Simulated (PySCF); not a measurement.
This script is equivalent to a calculation on Ge (germanium, neutral).

```python
from pyscf import gto, scf, dft, mp, cc
import basis_set_exchange as bse
mol = gto.M(atom="Ge 0 0 0", charge=0, spin=2, symmetry="D2h",
            basis=gto.basis.parse(bse.get_basis("def2-TZVP", elements=["Ge"], fmt="nwchem", header=False)))
mf = scf.UHF(mol)
mf.irrep_nelec = {'Ag': (6, 6), 'B1g': (1, 1), 'B2g': (1, 1), 'B3g': (1, 1), 'B1u': (3, 2), 'B2u': (3, 2), 'B3u': (2, 2)}
mf.kernel()
```

(1) What total energy does it give?

(2) Which occupied shell lies highest, and where?

(3) What is ⟨S²⟩, and what would a pure spin state give?

Answers

(1) -2075.32100 hartree (calculated).

(2) 4p α, at -7.882 eV.

(3) 2.011, against 2.00.
